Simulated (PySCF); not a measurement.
**Frontier levels across methods**

Compound: C4H6O2S.
Geometry (PBE0-D3(BJ)/def2-SVP, Å), atoms numbered from 1 in this order:
```xyz
13
C4H6O2S angstrom
C      2.3149    0.4373    0.0230
C      1.2819   -0.3964    0.0862
S     -0.0803   -0.1863   -1.0328
O     -0.4208   -1.5096   -1.5498
O      0.2305    0.9318   -1.9202
C     -1.3994    0.3429    0.0302
C     -2.4392   -0.4603    0.2298
H      3.1885    0.3061    0.6673
H      2.3046    1.2640   -0.6944
H      1.1980   -1.2608    0.7509
H     -1.2890    1.3563    0.4261
H     -3.2912   -0.1438    0.8374
H     -2.4562   -1.4529   -0.2317
```

Basis pcSseg-1 throughout (PySCF), one geometry. The structure is a single PBE0-D3(BJ)/def2-SVP conformer in the gas phase; no vibrational or solvent corrections.

Problem. How do the orbital energies, the gap and the dipole change with the method?

Solution. 
| method | kind | HOMO (eV) | LUMO (eV) | gap (eV) | μ (D) | SCF cycles |
| --- | --- | --- | --- | --- | --- | --- |
| OPBE | GGA | -6.84 | -2.51 | 4.33 | 4.16 | 17 |
| PBE | GGA | -6.86 | -2.62 | 4.24 | 4.20 | 18 |
| KT3 | GGA | -6.94 | -2.54 | 4.40 | 4.16 | 17 |
| KT2 | GGA | -6.95 | -2.61 | 4.35 | 4.22 | 18 |
| BP86 | GGA | -6.98 | -2.73 | 4.26 | 4.25 | 17 |
| LDA | LDA | -7.07 | -2.89 | 4.18 | 4.33 | 16 |
| B3LYP | global hybrid | -8.02 | -1.88 | 6.14 | 4.50 | 14 |
| PBE0 | global hybrid | -8.29 | -1.69 | 6.61 | 4.53 | 14 |
| CAM-B3LYP | range-separated hybrid | -9.64 | -0.52 | 9.12 | 4.63 | 14 |

The HOMO spans 2.80 eV, from OPBE down to CAM-B3LYP, and the gap runs from 4.18 eV (LDA) to 9.12 eV (CAM-B3LYP). Over the methods OPBE (0 %), PBE (0 %), KT3 (0 %), KT2 (0 %), BP86 (0 %), LDA (0 %), B3LYP (20 %), PBE0 (25 %), a straight line through the gap against the share of exact exchange rises by 0.93 eV for each 10 % (correlation coefficient 0.998). The dipole ranges from 4.16 D (OPBE) to 4.63 D (CAM-B3LYP). This basis has no diffuse functions.

The vertical ΔSCF ionisation energy at CAM-B3LYP/def2-SVPD is 10.54 eV; −ε(HOMO) comes closest to it with CAM-B3LYP (9.64 eV).
